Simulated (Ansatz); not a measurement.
Consider the redistribution: `[NH2][AlH][CH2][GeH3]` + `C=C=C[SiH3]` → `[NH2][AlH][SiH3]` + `C=C=C[CH2][GeH3]`.

Gas-phase electronic energies from Ansatz, PBE0-D4/def2-TZVP geometries. CCSD(T)/CBS adds triple-zeta CCSD(T) − MP2 to the extrapolated MP2 energy (def2 sets, frozen cores). Functionals use def2-TZVPP. For Ge outer-core shells are correlated without core-valence functions, which leaves a few kJ/mol of doubt a bond. Scalar relativity is left out up to krypton. Each species was taken in one conformer, which may not be the lowest.

`[NH2][AlH][CH2][GeH3]`:

```xyz
12

N    -0.797   -0.548   -1.987
Al   -1.298    0.445   -0.613
C    -0.433    0.143    1.106
Ge    1.513    0.032    1.005
H    -0.084   -1.259   -1.961
H    -1.181   -0.476   -2.916
H    -2.417    1.539   -0.872
H    -0.785   -0.802    1.535
H    -0.698    0.932    1.817
H     1.928   -1.140    0.092
H     2.096    1.327    0.405
H     2.156   -0.190    2.389
```

`C=C=C[SiH3]`:

Cartesian coordinates in Å:
```
C -0.406 1.212 1.785
C -0.029 0.225 1.027
C 0.336 -0.741 0.236
Si 0.154 -0.604 -1.611
H -1.418 1.266 2.171
H 0.284 2.004 2.057
H 0.757 -1.644 0.675
H -0.730 -1.685 -2.124
H 1.479 -0.752 -2.272
H -0.428 0.719 -1.945
```

`[NH2][AlH][SiH3]`:

```xyz
9

N    -1.763   -0.766   -0.472
Al   -0.119   -0.953    0.149
Si    1.295    1.047    0.249
H    -2.164    0.103   -0.788
H    -2.436   -1.511   -0.560
H     0.326   -2.408    0.598
H     1.738    1.338    1.644
H     0.589    2.262   -0.253
H     2.533    0.887   -0.569
```

`C=C=C[CH2][GeH3]`:

```xyz
13

C    -0.489    2.689    0.637
C    -0.640    1.509    0.111
C    -0.784    0.327   -0.417
C     0.333   -0.535   -0.907
Ge    0.656   -2.051    0.310
H    -0.327    2.816    1.703
H    -0.522    3.588    0.028
H    -1.792   -0.081   -0.483
H     1.259    0.036   -0.992
H     0.099   -0.946   -1.893
H     1.726   -2.991   -0.277
H    -0.650   -2.840    0.506
H     1.132   -1.522    1.673
```

CCSD(T)/CBS gives +12.5 kcal/mol.

(1) Another level gave +14.3 kcal/mol. Which?
A. PBE0-D4/def2-TZVPP
B. PBE-D4/def2-TZVPP
C. CCSD/def2-TZVPP
D. MP2/def2-TZVPP

Largest T1 diagnostic among the species: 0.013.

Answers

(1) D. MP2/def2-TZVPP 14.3, PBE-D4 8.9, CCSD/def2-TZVPP 12.0, PBE0-D4 10.0 kcal/mol.

From PBE to PBE0 (25 % exact exchange), in def2-TZVPP and without D4, ΔE moves by +1.1 kcal/mol.
